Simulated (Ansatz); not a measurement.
Abridged output of a molecular run in Ansatz:

```
Functional definition: HF
988 factors; integrals over basis functions are off by at most 1.3e-3 eV
mean field evaluation 1: about -61088.3937 eV, gradient 3.8e1 eV
mean field evaluation 2: about -61088.4668 eV, gradient 3.8e1 eV
mean field evaluation 4: about -61091.7079 eV, gradient 3.9e0 eV
mean field evaluation 8: about -61091.7681 eV, gradient 4.0e-1 eV
mean field evaluation 16: about -61091.6249 eV, gradient 3.9e0 eV
mean field -61091.76983068 eV, -2245.0811317886 hartree, gradient 7.5e-6 eV, S^2 0.000000; 0 other end points of the search recorded, 0 dependent functions left out
12 core orbitals not correlated: weight in the atoms' cores, before any rotation towards them, 1.000 or more for the frozen orbitals, at most 0.000 for the correlated occupied ones
reference -61091.76983068 eV, -2245.0811317886 hartree; 17, 17 occupied and 70, 70 virtual orbitals, 988 factors
second order -19.38207543 eV of doubles, -0.00000000 eV of singles
cycle   1  -19.28509540 eV  change    9.7e-2 eV  update   1.2e-1
cycle   2  -19.90584115 eV  change   -6.2e-1 eV  update   3.6e-2
cycle   3  -20.05262098 eV  change   -1.5e-1 eV  update   2.0e-2
cycle   4  -20.04008521 eV  change    1.3e-2 eV  update   4.9e-3
cycle   5  -20.03716996 eV  change    2.9e-3 eV  update   2.3e-3
cycle   6  -20.03802532 eV  change   -8.6e-4 eV  update   6.3e-4
cycle   7  -20.03767328 eV  change    3.5e-4 eV  update   2.5e-4
cycle   8  -20.03756794 eV  change    1.1e-4 eV  update   7.8e-5
cycle   9  -20.03759691 eV  change   -2.9e-5 eV  update   3.3e-5
perturbative correction -0.62158978 eV, -0.0228430031 hartree
Total energy: -61112.42901737 eV, -2245.8403428963 hartree
```

Its atoms:

Cartesian coordinates in Å:
```
O 1.078 -0.222 -1.648
C 0.604 -1.049 -0.901
N -0.115 -0.728 0.194
Ge -0.389 1.081 0.572
H 0.728 -2.136 -1.067
H -0.475 -1.478 0.762
H -1.164 1.725 -0.579
H 0.962 1.756 0.809
H -1.229 1.051 1.859
```

(1) Which basis set was used?
A. def2-SVP
B. cc-pV(Q+d)Z
C. def2-TZVPP
D. def2-TZVPPD

(2) Write the keys of the input that set method, charge and spin (a neutral closed shell needs none for the last two).

Results:

(1) A. It gives 99 functions.

(2) 
```yaml
correlation: {method: ccsd_t}
```
